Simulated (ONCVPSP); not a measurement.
Configuration tests for Cr (Z = 24) (ONCV)

chromium, optimised norm-conserving Vanderbilt (ONCV), made with ONCVPSP 4.0.1 (PBE, scalar-relativistic). Core [Ar], reference 3d4 4s2. Waves: 4s: rc 2.35 bohr, ncon 4, nbas 8, qcut 2.9 1/bohr, 2 projectors, debl 2.8 Ha; p scattering state at 0.07 Ha: rc 2.25 bohr, ncon 3, nbas 7, qcut 4.2 1/bohr, 2 projectors, debl 1 Ha; 3d: rc 1.00 bohr, ncon 4, nbas 8, qcut 8.3 1/bohr, local. Local part: the d channel. Core correction: Teter function, fcfact 3, rcfact 1.75.

Energies are relative to the spin-unpolarised reference configuration 3d4 4s2; without spin polarisation the order of configurations can differ from experiment.

```
valence configuration  charge  ΔE all-electron (eV)  error AE − PS (meV)
              3d5 4s0      +1                 7.001                 -373
              3d4 4s1      +1                 8.087                  -63
```

(1) What are ΔE and the potential's error for 3d4 4s0?

(2) What are ΔE and the potential's error for 3d5 4s1?

Note: ghosts flagged at negative energy: s at -55.0 eV, p at -14.6 eV (a further GHOST(-) flag falls on a real empty level of the atom); no localised positive-energy state flagged. A true bound ghost makes a file unfit for plane-wave use.

Results:

(1) ΔE = 23.053 eV all-electron; the error (AE − PS) is -367 meV.

(2) ΔE = 0.099 eV all-electron; the error (AE − PS) is -134 meV.
